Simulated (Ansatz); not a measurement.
A run for Ansatz (a quantum-chemistry and plane-wave program): U-B3LYP/def2-TZVPP on CH5OSb (SMILES C[O][SbH2]), a point of a bond scan (R = 1.316 Å). Elements past Kr take the def2 small-core potentials; no spin–orbit coupling.

Ansatz 0.2 input:
```yaml
crystal:
  periodic: [false, false, false]
  atoms:
    - {symbol: Sb, position_ang: [-0.39157453, 0.27290890, 0.37968144]}
    - {symbol: H, position_ang: [-1.52742713, -0.68889881, -0.50198031]}
    - {symbol: H, position_ang: [-0.42292795, 1.44227964, -0.89474065]}
    - {symbol: O, position_ang: [1.21630374, -0.67902950, -0.26409632]}
    - {symbol: C, position_ang: [1.33907823, -0.99600193, -1.63877811]}
    - {symbol: H, position_ang: [1.33554260, 0.08389972, -2.39074461]}
    - {symbol: H, position_ang: [2.29029061, -1.51456926, -1.77765726]}
    - {symbol: H, position_ang: [0.52933451, -1.65283392, -1.97851940]}
basis:
  gaussian:
    orbitals: def2-TZVPP
hamiltonian:
  xc: {name: B3LYP}
magnetization: {spin_polarized: true, initial_magnetization: 0}
```

It printed:

```
WARN ansatz: RAYON_NUM_THREADS=1 ignored (pool sized by the plan → 1); use --threads N
Functional definition: B3LYP
integrals: 0.08 GiB planned
1062 factors; their error is unknown
mean field: 1.02 GiB planned
mean field evaluation 1: about -9699.1629 eV, gradient 4.1e1 eV
mean field evaluation 2: about -9653.0937 eV, gradient 1.1e2 eV
mean field evaluation 4: about -9705.6073 eV, gradient 8.8e0 eV
mean field evaluation 8: about -9706.0163 eV, gradient 4.4e-1 eV
mean field evaluation 16: about -9706.0168 eV, gradient 3.5e-5 eV
mean field -9706.01675256 eV, -356.6895366821 hartree, gradient 3.5e-5 eV, S^2 0.000000; 0 other end points of the search recorded, 0 dependent functions left out
reference -9706.01700905 eV, -356.6895461081 hartree; 21, 21 occupied and 161, 161 virtual orbitals, 1062 factors
Total energy: -9706.01700905 eV, -356.6895461081 hartree
```

Self-consistency was reached.

Cost: around 8 core-seconds (rough).
